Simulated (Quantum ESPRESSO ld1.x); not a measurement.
Q: All-electron atom: Re2.5+ in [Xe] 4f14 5d3.5 6s1 (fractional occupations, a model configuration). Method: scalar-relativistic Kohn-Sham, LDA (Slater exchange, VWN5 correlation), spin-unpolarised, spherical densities, point nucleus; computed with ld1.x of Quantum ESPRESSO 7.5. Some entries of the table are withheld. Estimate them.

orbital  occ.  eigenvalue (eV)  <1/r> (bohr^-1)
1s          2         -71634.7            88.73
2s          2              (1)            20.76
2p          6         -10866.3            18.75
3s          2         -2900.99            7.686
3p          6         -2436.02            7.082
3d         10         -1908.18            6.689
4s          2              (2)            3.275
4p          6              (3)              (4)
4d         10         -281.939            2.648
5s          2         -111.978            1.302
5p          6         -73.3369            1.103
4f         14         -69.3184              (5)
5d        3.5         -29.7624           0.7670
6s          1         -26.3580              (6)

A: 
(1) 2s eigenvalue (eV): -12443.5
(2) 4s eigenvalue (eV): -625.890
(3) 4p eigenvalue (eV): -473.324
(4) 4p <1/r> (bohr^-1): 2.972
(5) 4f <1/r> (bohr^-1): 2.166
(6) 6s <1/r> (bohr^-1): 0.5005
